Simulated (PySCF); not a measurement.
Gas-phase reaction: 3 ZrCl₄.H₂O + O₃ ⇌ 3 ZrCl₂(OH)₂ + 3 Cl₂

Method: PySCF energies plus ideal-gas RRHO corrections (1 bar). † marks an energy on the PBE0/def2-TZVP geometry and frequencies; other levels use their own. MP2 freezes the core. All species are closed-shell singlets. Zr: scalar-relativistic def2 core potential, no spin-orbit coupling. Adducts (ZrCl₄.H₂O) have no counterpoise correction, and HF, PBE, BLYP, B3LYP and PBE0 lack dispersion. ZrCl₄.H₂O, ZrCl₂(OH)₂: computed as isolated molecules; such fragments, hydroxides, amides, oligomers or adducts are transient or little studied in the gas. MP2 isn't extrapolated to the basis-set limit. Strong static correlation: O₃.

r2SCAN/def2-TZVP† gives ΔH°(298 K) = 10 kJ.

What do MP2/def2-SVP†, MP2/def2-TZVPP†, PBE/def2-SVP give?

MP2/def2-SVP†: 104 kJ; MP2/def2-TZVPP†: 38 kJ; PBE/def2-SVP: 92 kJ. For scale, ΔH°(298 K) is 10 kJ at this level, -68 kJ at ωB97M-V/def2-TZVP†, and runs from -211 to 236 kJ over the 17 levels computed.
